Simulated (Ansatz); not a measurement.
Spectroscopic constants of SnSe, closed-shell singlet (the spin of the measured ground state). No spin–orbit coupling. Se is treated without relativity.

The constants come from a fifth-degree fit in 1/R (seven points, main isotopes). Runs in def2 and cc sets follow the lowest solution found near the PBE0 minimum. The singlet is held restricted.

Correlated levels freeze the inner cores; with def2 sets outer-core shells near the valence are correlated too. CBS(a, b) extrapolates the correlation energy as X⁻³ and adds the Hartree–Fock energy of set b.

Codes used: Ansatz (a quantum-chemistry and plane-wave program) with Gaussian orbitals.  In def2 rows elements past Kr take small-core potentials, without spin–orbit coupling.

Quantity: ω_e, from seven points a level.

Costs are ratios of core time to PBE/def2-TZVPP (roughly 8 s), for whole runs (searches for the state included, and forces where a run took them) on one shared machine, so rough; each error counts from the measured 331.2 cm⁻¹ [Huber and Herzberg (1979), NIST Chemistry WebBook].

```
level                                basis functions  cost  error (cm⁻¹)
-----------------------------------  ---------------  ----  ------------
PBE/def2-TZVPP                                    98    ×1           -14
B3LYP/def2-TZVPP                                  98    ×1            -5
PBE0/def2-TZVPP                                   98    ×2             8
r2SCAN/def2-TZVPP                                 98    ×2             2
CAM-B3LYP/def2-TZVPP                              98    ×2            16
B2PLYP/def2-TZVPP                                 98    ×2            -7
BHLYP/def2-TZVPP                                  98    ×3            17
B97M-V/def2-TZVPP                                 98    ×3            -1
wB97X-V/def2-TZVPP                                98    ×4            27
CCSD(T)/def2-TZVPP                                98    ×6            -1
CCSD(T)/def2-QZVPP                               171   ×20             1
CCSD(T)/CBS(def2-TZVPP, def2-QZVPP)                -   ×30             3
```

What the step from CCSD(T)/def2-TZVPP to CCSD(T)/def2-QZVPP costs and buys: 98 to 171 functions, cost ×4 (rough); the error goes from -1 to 1 cm⁻¹.
